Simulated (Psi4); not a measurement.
C$_{4}$H$_{4}$N (SMILES [c-]1cc[nH]c1), charge -1, singlet, at a GFN2-xTB geometry (a gas-phase anion, which may not be bound at this level), atoms displaced at random by about 0.002 Å a coordinate; TPSS/6-31G (Psi4).

Psi4 was given this input:
```
memory 2 GB

molecule {
-1 1
H    -0.01790778   -0.00857120    2.10922962
N    -0.01188616    0.01325342    1.09680787
C     0.01397291    1.13058591    0.24638865
C    -0.02038481   -1.08917982    0.28547529
C     0.02607831    0.80607465   -1.08650819
C     0.00064300   -0.65000208   -1.00697679
H     0.02219788    2.10955706    0.73353942
H    -0.04399004   -2.08761360    0.71815433
H     0.00131826   -1.32674255   -1.86403019
}

set {
  basis 6-31g
}

energy('tpss')
print_variables()
```

Q: Predict the main parts of the log of this Psi4 run.

A: 
```
   => Loading Basis Set <=

    Name: 6-31G
    Role: ORBITAL
    Keyword: BASIS

         ---------------------------------------------------------
                                   SCF
               by Justin Turney, Rob Parrish, Andy Simmonett
                          and Daniel G. A. Smith
                              RKS Reference
         ---------------------------------------------------------

  ==> Geometry <==

    Molecular point group: c1
    Full point group: C1

    Geometry (in Angstrom), charge = -1, multiplicity = 1:

       Center              X                  Y                   Z               Mass
    ------------   -----------------  -----------------  -----------------  -----------------
         H           -0.018492144197    -0.027223380813     2.134528554166     1.007825032230
         N           -0.012470524197    -0.005398760813     1.122106804166    14.003074004430
         C            0.013388545803     1.111933729187     0.271687584166    12.000000000000
         C           -0.020969174197    -1.107832000813     0.310774224166    12.000000000000
         C            0.025493945803     0.787422469187    -1.061209255834    12.000000000000
         C            0.000058635803    -0.668654260813    -0.981677855834    12.000000000000
         H            0.021613515803     2.090904879187     0.758838354166     1.007825032230
         H           -0.044574404197    -2.106265780813     0.743453264166     1.007825032230
         H            0.000733895803    -1.345394730813    -1.838731255834     1.007825032230

  Running in c1 symmetry.

  Rotational constants: A =      0.31813  B =      0.31221  C =      0.15757 [cm^-1]
  Rotational constants: A =   9537.34675  B =   9359.82119  C =   4723.88274 [MHz]
  Nuclear repulsion =  151.525178611314175

  Charge       = -1
  Multiplicity = 1
  Electrons    = 36
  Nalpha       = 18
  Nbeta        = 18

  ==> Algorithm <==

  SCF Algorithm Type is DF.
  DIIS enabled.
  MOM disabled.
  Fractional occupation disabled.
  Guess Type is SAD.
  Energy threshold   = 1.00e-06
  Density threshold  = 1.00e-06
  Integral threshold = 1.00e-12

  ==> Primary Basis <==

  Basis Set: 6-31G
    Blend: 6-31G
    Number of shells: 33
    Number of basis functions: 53
    Number of Cartesian functions: 53
    Spherical Harmonics?: false
    Max angular momentum: 1

  ==> DFT Potential <==

   => LibXC <=

    Version 7.1.2
[...]
   @DF-RKS iter   6:  -209.45508098475776   -3.62275e-03   7.85638e-04 ADIIS/DIIS
   @DF-RKS iter   7:  -209.45606302677785   -9.82042e-04   2.11696e-04 ADIIS/DIIS
   @DF-RKS iter   8:  -209.45613453685905   -7.15101e-05   5.45383e-05 DIIS
   @DF-RKS iter   9:  -209.45613951774064   -4.98088e-06   1.25507e-05 DIIS
   @DF-RKS iter  10:  -209.45613971993529   -2.02195e-07   5.52568e-06 DIIS
   @DF-RKS iter  11:  -209.45613976545803   -4.55227e-08   2.38423e-07 DIIS
  Energy and wave function converged.

  ==> Post-Iterations <==

   Electrons on quadrature grid:
      Ntotal   =   35.9999786341 ; deviation = -2.137e-05

    Orbital Energies [Eh]
    ---------------------

    Doubly Occupied:

[...]
    Virtual:

[...]
    Final Occupation by Irrep:
              A
    DOCC [    18 ]
    NA   [    18 ]
    NB   [    18 ]

  @DF-RKS Final Energy:  -209.45613976545803

   => Energetics <=

    Nuclear Repulsion Energy =            151.5251786113141748
    One-Electron Energy =                -589.7858259196277686
    Two-Electron Energy =                 259.2253713825367640
    DFT Exchange-Correlation Energy =     -30.4208638396812177
    Empirical Dispersion Energy =           0.0000000000000000
    VV10 Nonlocal Energy =                  0.0000000000000000
    Total Energy =                       -209.4561397654580333

Computation Completed

Properties will be evaluated at   0.000000,   0.000000,   0.000000 [a0]

Properties computed using the SCF density matrix

 Multipole Moments:

 ------------------------------------------------------------------------------------
     Multipole            Electronic (a.u.)      Nuclear  (a.u.)        Total (a.u.)
 ------------------------------------------------------------------------------------

 L = 1.  Multiply by 2.5417464519 to convert [e a0] to [Debye]
 Dipole X            :          0.0035127           -0.0381367           -0.0346241
 Dipole Y            :          0.3343437           -1.3011723           -0.9668286
 Dipole Z            :          0.2150226            1.6823943            1.8974169
 Magnitude           :                                                    2.1298233

 ------------------------------------------------------------------------------------

  Variable Map:
  ----------------------------------------------------------------------------
[...]
  Array Variable Map:
  ----------------------------------------------------------------------------
[...]
[...]
```
